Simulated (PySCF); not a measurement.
Two-component Hartree-Fock for Si¹³⁺ (silicon, charge +13)

Start: 1s1; 1s1/2 filled at m_j = +1/2. Calculated with PySCF 2.14 in an even-tempered Gaussian basis (15 s from 9.2 bohr⁻², ratio 2.4; 8 p from 12 bohr⁻², ratio 2.4; 3 d from 35 bohr⁻², ratio 2.6; 3 f from 53 bohr⁻², ratio 2.6): generalised Hartree-Fock with the X2C-1e Hamiltonian and a Gaussian nucleus; one run each with spin-orbit coupling (SO) switched off, then screened by Boettger's factors.

```json
{"spinor shell": "1s1/2", "electrons": "1", "ε, spin-free (eV)": "-2673.7", "ε, screened SO (eV)": "-2673.7", "weight of nominal j (screened SO)": "1.000", "rms radius, screened SO (bohr)": "0.123"}
```

| quantity | spin-free | screened SO |
| --- | --- | --- |
| E (hartree) | -98.25686 | -98.25686 |
| M_J | 1/2 | 1/2 |
| ⟨J²⟩ | 0.750 | 0.750 |
| ⟨L²⟩ | 0.000 | 0.000 |
| ⟨S²⟩ | 0.750 | 0.750 |

Without spin-orbit coupling the j labels of p, d and f shells carry no meaning; the spin-free column gives the mean over the occupied spinors of each nl shell.
